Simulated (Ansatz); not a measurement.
One change: `[NH2][Ga]([NH2])[Cl]` becomes `NB(N)Cl`.

Ansatz, PBE0-D4/def2-TZVP geometries, multiplicity 1. Each molecule was computed in one conformer, which needn't be the lowest.

Scalar relativity is left out up to krypton.

| property | `[NH2][Ga]([NH2])[Cl]` |
| --- | --- |
| HOMO energy (PBE0/def2-TZVPP) / eV | -7.35 |
| LUMO energy (PBE0/def2-TZVPP) / eV | -0.28 |
| HOMO energy (ωB97M-V/def2-TZVPP) / eV | -9.73 |
| zero-point energy (PBE0-D4/def2-TZVP) / kJ/mol | 136.5 |
| LUMO energy (PBE/def2-TZVPP) / eV | -1.18 |
| HOMO energy (PBE/def2-TZVPP) / eV | -5.91 |

Give the same properties after the change, and the shifts. (Best estimate.)

Ansatz gave: 
| property | `NB(N)Cl` | shift |
| --- | --- | --- |
| HOMO energy (PBE0/def2-TZVPP) / eV | -7.34 | 0.01 |
| LUMO energy (PBE0/def2-TZVPP) / eV | 0.74 | 1.02 |
| HOMO energy (ωB97M-V/def2-TZVPP) / eV | -9.70 | 0.03 |
| zero-point energy (PBE0-D4/def2-TZVP) / kJ/mol | 155.6 | 19.1 |
| LUMO energy (PBE/def2-TZVPP) / eV | -0.05 | 1.13 |
| HOMO energy (PBE/def2-TZVPP) / eV | -5.90 | 0.01 |
